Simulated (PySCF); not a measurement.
# Tm (thulium, neutral) across methods

[Xe] 4f13 5d1 6s1, one real determinant (an excited configuration). Calculation: PySCF 2.14, in cc-pVDZ-X2C (8s7p5d3f1g, 84 functions); the spin-free X2C one-electron Hamiltonian (Gaussian nucleus).

| method | E (hartree) | mean ε 4f β (eV) | mean ε 6s α (eV) | mean ε 5d α (eV) | Σ⟨r²⟩ (bohr²) | ⟨S²⟩ |
| --- | --- | --- | --- | --- | --- | --- |
| UHF | -13562.05635 | -11.106 | -5.282 | -2.982 | 71.63 | 3.752 |
| LDA | -13557.80 | -0.949 | -3.953 | -0.754 | 68.75 | 3.750 |
| r2SCAN | -13567.10 | -0.661 | -3.848 | -1.012 | 69.11 | 3.759 |
| PBE0 | -13566.74 | -3.368 | -4.252 | -1.441 | 69.45 | 3.751 |

Problem. Estimate the same row for PBE.

Solution. E (hartree) = -13566.97; mean ε 4f β (eV) = -0.803; mean ε 6s α (eV) = -3.807; mean ε 5d α (eV) = -0.807; Σ⟨r²⟩ (bohr²) = 69.51; ⟨S²⟩ = 3.752.

⟨L²⟩ = 18.03 against 30 for a pure H term, so this real determinant mixes terms. Spin-orbit coupling, absent here, splits the open shell strongly.

The highest occupied level is positive at r2SCAN: only the finite basis holds that electron, which in a density functional comes from self-interaction.
